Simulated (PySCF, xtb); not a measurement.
GaHF2, SMILES [F][GaH][F].

Harmonic wavenumbers (cm⁻¹) from GFN2-xTB run with xtb at its own minimum, in rising order: 129, 309, 427, 468, 500, 1908.

What does ωB97X-D3(BJ)/def2-TZVP (PySCF) give at its own minimum? (The exact figures need the calculation; the answer reports its results.)

208, 482, 580, 693, 716, 2129. Paired by order, the mean absolute difference is 178 cm⁻¹ and the zero-point energies are 5.3 and 6.9 kcal/mol.
